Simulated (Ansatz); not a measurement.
## Strength of the S–Ge bond: GeH2(SH)2 → GeH2(SH) + HS

Species: GeH2(SH)2, singlet; GeH2(SH), doublet; HS, doublet. 

Shapes, held fixed at every level: PBE0-D4/def2-TZVP. Flexible molecules stand in one conformer, not always the lowest. Programs: Ansatz 0.2.0. The zero-point and thermal change to 298 K, harmonic and unscaled (PBE0-D4/def2-TZVP), is -10.0 kJ/mol.

Q: Estimate ΔH(298 K) of this reaction.

A: The highest level, CCSD(T)/def2-TZVPP, gives ΔH(298 K) = +319.6 kJ/mol; the levels span +291.4 to +328.8. The column of differences is taken from that level and isn't an error. No measured value is set beside it here. Open shells run unrestricted. Relativity is left out for Ge. Outer-core shells of Ge are correlated in most correlated rows, in sets that cover them unevenly.

```csv
level,kind,ΔH(298 K) (kJ/mol),less CCSD(T)/def2-TZVPP
MP2/def2-SVP,perturbation theory,+312.4,-7.2
r2SCAN-D4/def2-TZVPP,meta-GGA,+312.8,-6.8
BHLYP-D4/def2-TZVPP,global hybrid,+304.4,-15.2
r2SCAN0-D4/def2-TZVPP,global hybrid,+310.0,-9.6
wB97X-V/def2-TZVPP,range-separated hybrid,+328.8,+9.2
CCSD/def2-SVP,coupled cluster or CI,+291.4,-28.2
CCSD/def2-TZVPP,coupled cluster or CI,+309.5,-10.1
CCSD(T)/def2-TZVPP,coupled cluster or CI,+319.6,0.0
```
